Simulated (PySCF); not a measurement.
Sn(F)2(Cl)(OMe) (CH3ClF2OSn), SMILES C[O][Sn]([F])([F])[Cl]. The structure is a stationary point at PBE0-D3(BJ)/def2-SVP. The structure was generated by enumeration; whether it is a known compound was not checked. The def2 effective core potentials stand for the cores of Sn; spin–orbit coupling is left out. Other conformers were not sampled.

Computed equilibrium geometry at PBE0-D3(BJ)/def2-SVP (PySCF confirms it by a frequency run) as a Z-matrix, and its point group (one conformer of several):
point group Cs.
```
O
C 1 1.4140
H 2 1.1008 1 107.02
H 2 1.1040 3 108.02 1 -121.31
H 2 1.1040 3 108.02 4 -117.39
Sn 1 1.9492 2 119.84 3 180.00
F 6 1.9188 1 110.10 2 -57.25
F 6 1.9188 7 104.33 1 -118.11
Cl 6 2.2979 7 110.35 8 -118.53
```
